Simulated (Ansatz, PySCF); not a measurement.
Breaking the Si1–F2 bond in F2Si (SMILES F[Si]F) (multiplicity 1 held, fragments rigid). Energies count from the point at 1.609 Å.
Geometry at that point (charge 0, multiplicity 1):
```xyz
3

Si     0.013     0.002     0.577
F      1.012    -0.703    -0.469
F     -1.032     0.700    -0.428
```

Restricted levels (R-, RO-) in cc, def2 and unpolarised 6-31G sets keep to the state of the molecule at rest. U- levels take the lowest unrestricted solution at each point, which mixes spins at long bonds. Levels need not reach the same state.

Cores are frozen in the correlated methods. Rows in 6-31G* carry no dispersion term and start afresh at each structure (6-31G* with six Cartesian d functions). MP2/6-31G* freezes PySCF's default core.

Run with Ansatz (Gaussian basis) for Hartree–Fock, density functionals and correlated methods; PySCF for 6-31G* rows. Each number belongs to the level named beside it.

Energies in eV.

```tsv
R (Å)	R-r2SCAN/cc-pV(T+d)Z	R-wB97X-V/cc-pV(T+d)Z	U-wB97X-V/cc-pV(T+d)Z	R-MP2/6-31G*	R-SCS-MP2/cc-pV(T+d)Z
1.287	3.05	3.09	3.09	3.63	3.10
1.448	0.50	0.51	0.51	0.67	0.51
1.609	0.00	0.00	0.00	0.00	0.00
1.770	0.32	0.32	0.32	0.30	0.33
1.931	0.93	0.96	0.96	0.99	0.97
2.172	1.97	2.06	2.06	2.20	2.08
2.414	2.95	3.11	3.11	3.34	3.13
2.816	4.25	4.55	4.55	4.89	4.60
3.218	5.15	5.63	5.53	6.01	5.72
3.701	5.85	6.58	6.15	6.96	6.74
4.344	6.37	7.43	6.53	7.72	7.69
5.149	6.67	8.06	6.68	7.99	8.36
```

Doubts at one or more of the structures used: a restricted determinant that unrestricted orbitals would lower (R-r2SCAN/cc-pV(T+d)Z, R-wB97X-V/cc-pV(T+d)Z, R-MP2/6-31G*, R-SCS-MP2/cc-pV(T+d)Z); a spin-contaminated determinant (U-wB97X-V/cc-pV(T+d)Z).

Ansatz is a first-principles code.
